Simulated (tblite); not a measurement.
Parent: `[CH3:1][c:2]1[cH:3][cH:4][cH:5][c:6]2[n:7][n:8][nH:9][c:10]12`, C7H7N3.

The geometries are computed with GFN2-xTB (gas phase). One conformer each, not checked by frequencies here.

```json
{"coordinate of the parent": "C1–C2", "value": "1.497 Å"}
{"coordinate of the parent": "C2–C3", "value": "1.379 Å"}
{"coordinate of the parent": "C3–C4", "value": "1.403 Å"}
{"coordinate of the parent": "C4–C5", "value": "1.373 Å"}
{"coordinate of the parent": "C5–C6", "value": "1.395 Å"}
{"coordinate of the parent": "C6–N7", "value": "1.365 Å"}
{"coordinate of the parent": "N7–N8", "value": "1.263 Å"}
{"coordinate of the parent": "N8–N9", "value": "1.341 Å"}
{"coordinate of the parent": "N9–C10", "value": "1.362 Å"}
{"coordinate of the parent": "C2–C10", "value": "1.396 Å"}
{"coordinate of the parent": "C6–C10", "value": "1.416 Å"}
{"coordinate of the parent": "C1–C2–C3", "value": "123.5°"}
{"coordinate of the parent": "C1–C2–C10", "value": "121.3°"}
{"coordinate of the parent": "C3–C2–C10", "value": "115.2°"}
{"coordinate of the parent": "C2–C3–C4", "value": "122.7°"}
{"coordinate of the parent": "C3–C4–C5", "value": "122.1°"}
{"coordinate of the parent": "C4–C5–C6", "value": "116.8°"}
{"coordinate of the parent": "C5–C6–N7", "value": "132.0°"}
{"coordinate of the parent": "C5–C6–C10", "value": "120.5°"}
{"coordinate of the parent": "N7–C6–C10", "value": "107.5°"}
{"coordinate of the parent": "C6–N7–N8", "value": "109.2°"}
{"coordinate of the parent": "N7–N8–N9", "value": "110.3°"}
{"coordinate of the parent": "N8–N9–C10", "value": "109.8°"}
{"coordinate of the parent": "C2–C10–N9", "value": "134.1°"}
{"coordinate of the parent": "C2–C10–C6", "value": "122.7°"}
{"coordinate of the parent": "C6–C10–N9", "value": "103.2°"}
```

How does the shared frame change in `[CH3:1][c:2]1[cH:3][cH:4][cH:5][c:6]2[n:7][n:8][n:9]([CH3:10])[c:11]12`, C8H9N3? Atoms pair as C1 = C1, C2 = C2, C3 = C3, C4 = C4, C5 = C5, C6 = C6, N7 = N7, N8 = N8, N9 = N9, C10 = C11 (parent first).

```
   parent   relative  value in the relative  change
    C1–C2      C1–C2                1.498 Å  +0.001
    C2–C3      C2–C3                1.379 Å   0.000
    C3–C4      C3–C4                1.402 Å  -0.001
    C4–C5      C4–C5                1.372 Å  -0.001
    C5–C6      C5–C6                1.395 Å   0.000
    C6–N7      C6–N7                1.362 Å  -0.003
    N7–N8      N7–N8                1.267 Å  +0.004
    N8–N9      N8–N9                1.337 Å  -0.004
   N9–C10     N9–C11                1.365 Å  +0.003
   C2–C10     C2–C11                1.399 Å  +0.003
   C6–C10     C6–C11                1.419 Å  +0.003
 C1–C2–C3   C1–C2–C3                 121.9°    -1.6
C1–C2–C10  C1–C2–C11                 122.8°    +1.5
C3–C2–C10  C3–C2–C11                 115.4°    +0.2
 C2–C3–C4   C2–C3–C4                 123.1°    +0.4
 C3–C4–C5   C3–C4–C5                 121.7°    -0.4
 C4–C5–C6   C4–C5–C6                 116.8°     0.0
 C5–C6–N7   C5–C6–N7                 131.3°    -0.7
C5–C6–C10  C5–C6–C11                 121.1°    +0.6
N7–C6–C10  N7–C6–C11                 107.6°    +0.1
 C6–N7–N8   C6–N7–N8                 108.8°    -0.4
 N7–N8–N9   N7–N8–N9                 110.9°    +0.6
N8–N9–C10  N8–N9–C11                 109.3°    -0.5
C2–C10–N9  C2–C11–N9                 134.8°    +0.7
C2–C10–C6  C2–C11–C6                 121.8°    -0.9
C6–C10–N9  C6–C11–N9                 103.3°    +0.1
```

Of the parent's bonds, C6–N7, N7–N8, N8–N9, N9–C10, C2–C10 and C6–C10 change most and about equally (-0.004 to +0.004 Å). Bonds of the relative outside the shared frame: N9–C10 1.432 Å.
